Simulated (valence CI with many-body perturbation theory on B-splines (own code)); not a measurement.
Results of a calculation; reference values are marked as such.
## Basis-set convergence for Gd57+

Method: relativistic CI+MBPT: five valence electrons over a frozen Dirac-Fock core [He], a basis of 9 s, 9 p, 8 d, 6 f, 3 g, 1 h functions for each j, with the one-electron correlation potential Σ1 (screened to all orders), the two-electron term Σ2, the three-electron term Σ3, Breit, model QED; selected single and double excitations, second order for the rest, scaled by the run's own slope (own B-spline code, finite nucleus).

No measured spectrum was set against this ion. As an estimate, large intervals hold to a few tenths of a per cent, small ones and those within an open d or f shell to about a per cent. Among the levels kept, up to 4000 cm⁻¹ of a level comes from second order outside the variational space, and about a tenth of that is noise between levels of different J, which matters for small intervals.

The reference run has the lowest level (2s^2 2p1/2^2 2p3/2) J=3/2 and an ionisation energy of 12147.8 eV. Its largest variational space holds 20000 state functions.

Levels are named by their leading jj configuration (3d3/2^4 stands for four electrons in 3d with j = 3/2), which in mixed levels can hold well under half, so a name can repeat and another be missing. Letters in brackets count levels of one name in rising energy.

Changed runs:
A. basis 6 s, 6 p, 5 d, 3 f, 1 g
B. basis 5 s, 5 p, 4 d, 2 f

Excitation energies of the reference run in cm⁻¹, and shifts in cm⁻¹:

```csv
Level,Reference,A,B
(2s^2 2p1/2 2p3/2^2) J=3/2,5703610,+6.2,-258
(2s^2 2p1/2 2p3/2^2) J=5/2,5882380,+174,+197
(2s^2 2p1/2 2p3/2^2) J=1/2,6214850,+72,+205
(2s 2p1/2^2 2p3/2^2) J=5/2,7942720,-25,-277
(2s 2p1/2^2 2p3/2^2) J=1/2,8643320,-29,+70
(2s 2p1/2^2 2p3/2^2) J=3/2,8654980,+99,+245
(2s^2 2p3/2^3) J=3/2,11931100,+97,+6.0
(2s 2p1/2 2p3/2^3) J=3/2 [a],13833700,-76,-442
(2s 2p1/2 2p3/2^3) J=5/2,14136600,+159,+114
(2s 2p1/2 2p3/2^3) J=1/2,14540000,+77,+59
(2s 2p1/2 2p3/2^3) J=3/2 [b],14619400,+195,+371
(2p1/2^2 2p3/2^3) J=3/2,17091300,-19,+45
Ionisation energy (eV),12147.8,-0.016,-0.11
```
